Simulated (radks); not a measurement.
The mean radii <r> (bohr) of the occupied orbitals of an atom or ion are listed with their occupations. All-electron calculation, Dirac Kohn-Sham, PBE, spin-unpolarised, spherical densities, point nucleus. Program: a radial shooting solver on a logarithmic mesh with Libxc functionals.

| orbital | occ. | <r> |
|---|---|---|
| 1s1/2 | 2 | 0.05619 |
| 2s1/2 | 2 | 0.2553 |
| 2p1/2 | 2 | 0.2229 |
| 2p3/2 | 4 | 0.2260 |
| 3s1/2 | 2 | 0.7620 |
| 3p1/2 | 2 | 0.7900 |
| 3p3/2 | 4 | 0.7988 |
| 3d3/2 | 4 | 0.9128 |
| 3d5/2 | 1 | 0.9166 |
| 4s1/2 | 2 | 2.442 |
| 4p1/2 | 2 | 3.156 |

Name the element and its charge. Open shells, if any, fill j = l - 1/2 first.

Answer. Z = 27, cobalt, charge 0: Co in [Ar] 3d5 4s2 4p2. The 1s radius gives Z: for a bare nucleus <r> = (2 gamma + 1)/(2Z) with gamma = sqrt(1 - (Z/c)^2), 0.05483 bohr for Z = 27, and screening makes it slightly larger (0.05619 here). The occupations add up to 27, and the charge is Z minus that.
